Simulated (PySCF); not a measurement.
Simulated outer-valence photoelectron spectrum of `C(F)(C#CC#N)F`. Level of theory: EOM-IP-CCSD/aug-cc-pVDZ in PySCF, restricted Hartree–Fock reference, frozen core, non-relativistic, gas phase, PBE0-D3(BJ)/def2-SVP geometry.

Each root has a Gaussian of 0.5 eV full width with its one-hole share as area; cross sections and vibrations are left out, and the highest printed point is 100.

```
ionisation energy (eV)  intensity
                  11.2          0
                  11.3          1
                  11.4          4
                  11.5         11
                  11.6         27
                  11.7         52
                  11.8         79
                  11.9         97
                  12.0         96
                  12.1         76
                  12.2         48
                  12.3         25
                  12.4         10
                  12.5          3
                  12.6          1
                  12.7          0
                  12.8          0
                  12.9          0
                  13.0          0
                  13.1          0
                  13.2          1
                  13.3          4
                  13.4         11
                  13.5         22
                  13.6         37
                  13.7         52
                  13.8         63
                  13.9         69
                  14.0         70
                  14.1         69
                  14.2         69
                  14.3         73
                  14.4         84
                  14.5         97
                  14.6        100
                  14.7         86
                  14.8         60
                  14.9         34
                  15.0         17
                  15.1          9
                  15.2         11
                  15.3         20
                  15.4         33
                  15.5         46
                  15.6         52
                  15.7         52
                  15.8         49
                  15.9         49
                  16.0         52
                  16.1         52
                  16.2         44
                  16.3         30
                  16.4         17
                  16.5          8
                  16.6          3
                  16.7          1
                  16.8          0
```

Q: Where are the maxima, and how many lines lie under the curve?

A: 5 maxima, at 11.9, 14.0, 14.6, 15.6 and 16.0 eV, from 8 lines. At this width some lines have no maximum of their own.

Q: List the lines with their holes.

A: 
```json
{"E (eV)": "11.92", "leading hole (HF orbital)": "HOMO", "area": "0.96", "Koopmans (eV)": "11.96"}
{"E (eV)": "11.97", "leading hole (HF orbital)": "HOMO-1", "area": "0.96", "Koopmans (eV)": "12.03"}
{"E (eV)": "13.77", "leading hole (HF orbital)": "HOMO-5", "area": "0.91", "Koopmans (eV)": "16.42"}
{"E (eV)": "14.12", "leading hole (HF orbital)": "HOMO-4", "area": "0.95", "Koopmans (eV)": "16.20"}
{"E (eV)": "14.58", "leading hole (HF orbital)": "HOMO-3", "area": "0.93", "Koopmans (eV)": "15.20"}
{"E (eV)": "14.60", "leading hole (HF orbital)": "HOMO-2", "area": "0.93", "Koopmans (eV)": "15.17"}
{"E (eV)": "15.59", "leading hole (HF orbital)": "HOMO-6", "area": "0.94", "Koopmans (eV)": "18.27"}
{"E (eV)": "16.09", "leading hole (HF orbital)": "HOMO-7", "area": "0.94", "Koopmans (eV)": "18.50"}
```

The widest gap, 1.80 eV, lies between 11.97 and 13.77 eV. Only orbitals with −ε under 21 eV, eight at most, were ionised, so the high end of the curve may lack lines.
